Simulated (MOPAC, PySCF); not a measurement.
[Zn(OH)(SH)], neutral singlet in the gas phase. 

Cartesian coordinates (Å):
```xyz
5

Zn     0.1206     0.1153     0.2761
O     -1.3420     0.4850     1.1943
H     -2.1226    -0.0192     0.9321
S      1.9794    -0.2063    -0.7679
H      2.3941    -1.1362     0.1241
```
Charge 0, spin multiplicity 1.

All levels are single points at this geometry (r2SCAN-D4/def2-SVP); Pople sets use spherical d functions. Orbital energies aren't observables, and empty levels follow the basis.

| level | HOMO (eV) | LUMO (eV) | gap (eV) | dipole (D) | vertical IE, Delta-SCF (eV) |
|---|---|---|---|---|---|
| TPSSh-D3(BJ)/def2-TZVP in PySCF | -6.83 | -1.36 | 5.46 | 1.53 | – |
| B3LYP/LANL2DZ in PySCF | -7.26 | -1.62 | 5.64 | 2.19 | – |
| BP86/6-31G* (LANL2DZ on Zn) in PySCF | -6.23 | -1.99 | 4.24 | 1.89 | – |
| PBE/6-31G* (LANL2DZ on Zn) in PySCF | -6.12 | -1.90 | 4.22 | 1.90 | – |
| HF/6-31G* (LANL2DZ on Zn) in PySCF | -10.19 | 1.69 | 11.88 | 2.07 | 8.81 |
| PM7 in MOPAC | -9.32 | -0.78 | 8.55 | 2.27 | – |
